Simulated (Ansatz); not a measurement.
Species: O, charge 0, triplet.

Total energies in cc-pV5Z, 6 correlated electrons, 1 frozen orbitals. UHF or UKS for unpaired electrons; spin-orbit terms are left out. Cores are frozen in correlated methods. No relativity.

```json
[
 {"method": "HF", "program": "Ansatz", "energy (Eh)": "-74.81878", "minus CCSDT(Q) (mEh)": "181.71"},
 {"method": "MP2", "program": "Ansatz", "energy (Eh)": "-74.98246", "minus CCSDT(Q) (mEh)": "18.03"},
 {"method": "CCSD", "program": "Ansatz", "energy (Eh)": "-74.99612", "minus CCSDT(Q) (mEh)": "4.37"},
 {"method": "CCSD(T)", "program": "Ansatz", "energy (Eh)": "-75.00011", "minus CCSDT(Q) (mEh)": "0.38"},
 {"method": "CCSDT(Q)", "program": "Ansatz", "energy (Eh)": "-75.00049", "minus CCSDT(Q) (mEh)": "0.00"}
]
```

Ansatz is an electronic-structure program.
